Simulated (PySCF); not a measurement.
Job file and geometry (Å, from GFN2-xTB) of an NMR shielding run on `C#C[Si@@H](C)N=C`, C4H7NSi, GIAO PBE0/pcSseg-1 NMR shielding, non-relativistic, gas phase (PySCF 2.14.0, density-fitted response routines); density fitting, a coarse starting grid and PySCF grid level 2 are the driver's defaults:

```
$ OMP_NUM_THREADS=1 python probes_run.py task.json out

{"job": {"kind": "nmr", "xc": "PBE0", "basis": "pcSseg-1"}, "charge": 0, "multiplicity": 1}
C     -0.811557     2.880265     0.056916
C     -0.484074     1.737921     0.233729
Si    -0.009881    -0.028441     0.533699
C     -1.507794    -1.163894     0.279896
N      1.048795    -0.374318    -0.787918
C      2.230623    -0.752454    -0.890567
H     -1.097521     3.880525    -0.102882
H      0.524210    -0.144812     1.902844
H     -1.866769    -1.106531    -0.742845
H     -1.270375    -2.202235     0.492147
H     -2.320632    -0.868105     0.935492
H      2.900475    -0.957482    -0.048830
H      2.660111    -0.899954    -1.879408
```

Task: Write the output of this run.

Result: 
```
coarse grid: 11376 points
cycle   1  E = -500.2887173844  dE =  5.644e-01  |g| = 5.605e-01  |ddm| = 3.298e+00
cycle   2  E = -500.2063611411  dE =  8.236e-02  |g| = 8.173e-01  |ddm| = 1.276e+00
cycle   3  E = -500.3584656932  dE = -1.521e-01  |g| = 1.881e-01  |ddm| = 8.128e-01
cycle   4  E = -500.3664464308  dE = -7.981e-03  |g| = 4.012e-02  |ddm| = 1.520e-01
cycle   5  E = -500.3666434672  dE = -1.970e-04  |g| = 3.021e-02  |ddm| = 4.496e-02
cycle   6  E = -500.3668648531  dE = -2.214e-04  |g| = 3.226e-03  |ddm| = 2.052e-02
cycle   7  E = -500.3668672805  dE = -2.427e-06  |g| = 1.141e-03  |ddm| = 3.697e-03
final grid: 105360 points
cycle   8  E = -500.4020610995  dE = -2.321e-05  |g| = 6.752e-03  |ddm| = 2.563e-02
cycle   9  E = -500.4020576429  dE =  3.457e-06  |g| = 7.781e-03  |ddm| = 1.281e-02
cycle  10  E = -500.4020722893  dE = -1.465e-05  |g| = 1.390e-03  |ddm| = 7.051e-03
cycle  11  E = -500.4020726912  dE = -4.019e-07  |g| = 3.928e-04  |ddm| = 1.127e-03
cycle  12  E = -500.4020727243  dE = -3.313e-08  |g| = 1.310e-04  |ddm| = 3.547e-04
cycle  13  E = -500.4020727280  dE = -3.653e-09  |g| = 5.487e-05  |ddm| = 1.140e-04
cycle  14  E = -500.4020727287  dE = -7.050e-10  |g| = 1.138e-05  |ddm| = 4.639e-05
converged SCF energy = -500.4020727287

GIAO shielding tensors (ppm)
atom      isotropic    diamagn.    paramagn.     s11        s22        s33       span
  0 C       84.935     261.005    -176.069      1.414      6.086    247.305    245.891
  1 C       96.856     260.413    -163.556     -0.940      2.235    289.275    290.215
  2 Si     389.910     881.336    -491.426    348.237    385.573    435.920     87.683
  3 C      186.174     254.063     -67.888    178.170    188.138    192.215     14.045
  4 N     -159.619     331.018    -490.637   -565.689   -184.544    271.377    837.066
  5 C       15.735     250.963    -235.228    -76.560     -4.063    127.827    204.387
  6 H       29.828      33.323      -3.495     24.857     24.961     39.665     14.808
  7 H       26.502      29.007      -2.505     23.461     24.748     31.299      7.838
  8 H       30.839      30.922      -0.083     26.792     28.418     37.307     10.515
  9 H       31.487      30.095       1.392     27.468     28.342     38.650     11.182
 10 H       31.458      29.667       1.790     27.388     28.920     38.064     10.676
 11 H       22.951      28.955      -6.004     20.935     22.062     25.856      4.921
 12 H       23.047      28.184      -5.137     21.718     22.946     24.476      2.758
```

Task: Turn these shieldings into chemical shifts. Shifts are taken against calculated references (same method and geometry level): ¹³C (σ = 186.93 ppm), ²⁹Si (σ = 349.16 ppm), ¹H (σ = 31.72 ppm) against TMS; ¹⁵N (σ = 267.73 ppm) against NH3.

Result: Averaging equivalent atoms: C 5: 171.2; C 0: 102.0; C 1: 90.1; C 3: 0.8; Si 2: -40.8; N 4: 427.3; H 11: 8.77; H 12: 8.67; H 7: 5.21; H 6: 1.89; H 8/9/10: 0.46 ppm. Experimental scales use liquid or dissolved standards, which lie at an offset from isolated NH3 (liquid NH3: subtract about 20 ppm). Unscaled 15N shifts of sp2 nitrogen often come out too high even then, by a few to some tens of ppm.

Size and cost of the density-fitted run: 144 basis functions, 11 s wall time on 1 thread of an Arm Neoverse V2, shared host; peak memory 0.81 GiB.
